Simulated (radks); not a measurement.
Isoelectronic series with 49 electrons, each ion in its NIST ground configuration. Calculated with a radial shooting solver on a logarithmic mesh with Libxc functionals: scalar-relativistic Kohn-Sham, PBEsol, spin-polarised, spherical densities, point nucleus; open shells are filled with parallel spins first (spin-orbit coupling, left out, can overturn this in heavy ions). Total energies (hartree) and orbital eigenvalues (eV) (* marks an orbital that is empty in some or all of the ions):

\begin{tabular}{lrrrrr}
ion & configuration & E (hartree) & 4f down* & 4f up & 4d down \\ \hline
Tb16+ & [Kr] 4d10 4f3 & -11621.4416 & -332.9183 & -336.7351 & -485.7531 \\
Dy17+ & [Kr] 4d10 4f3 & -12055.3968 & -372.2389 & -376.2117 & -531.4115 \\
Ho18+ & [Kr] 4d10 4f3 & -12498.5197 & -413.4051 & -417.5340 & -578.8972 \\
Er19+ & [Kr] 4d10 4f3 & -12950.8843 & -456.3996 & -460.6846 & -628.2001 \\
Tm20+ & [Kr] 4d10 4f3 & -13412.5672 & -501.2081 & -505.6490 & -679.3119 \\
Yb21+ & [Kr] 4d10 4f3 & -13883.6486 & -547.8183 & -552.4148 & -732.2262 \\
Lu22+ & [Kr] 4d10 4f3 & -14364.2116 & -596.2197 & -600.9715 & -786.9377 \\
Hf23+ & [Kr] 4d10 4f3 & -14854.3425 & -646.4033 & -651.3100 & -843.4423 \\
Ta24+ & [Kr] 4d10 4f3 & -15354.1311 & -698.3613 & -703.4224 & -901.7364 \\
W25+ & [Kr] 4d10 4f3 & -15863.6707 & -752.0868 & -757.3019 & -961.8177 \\
Re26+ & [Kr] 4d10 4f3 & -16383.0582 & -807.5738 & -812.9425 & -1023.684 \\
Os27+ & [Kr] 4d10 4f3 & -16912.3944 & -864.8171 & -870.3389 & -1087.334 \\
Ir28+ & [Kr] 4d10 4f3 & -17451.7841 & -923.8121 & -929.4866 & -1152.766 \\
Pt29+ & [Kr] 4d10 4f3 & -18001.3361 & -984.5545 & -990.3813 & -1219.981 \\
Au30+ & [Kr] 4d10 4f3 & -18561.1638 & -1047.041 & -1053.020 & -1288.977 \\
Hg31+ & [Kr] 4d10 4f3 & -19131.3850 & -1111.268 & -1117.398 & -1359.755 \\
Tl32+ & [Kr] 4d10 4f3 & -19712.1227 & -1177.233 & -1183.514 & -1432.315 \\
Pb33+ & [Kr] 4d10 4f3 & -20303.5047 & -1244.933 & -1251.365 & -1506.657 \\
Bi34+ & [Kr] 4d10 4f3 & -20905.6643 & -1314.366 & -1320.948 & -1582.783 \\
\end{tabular}
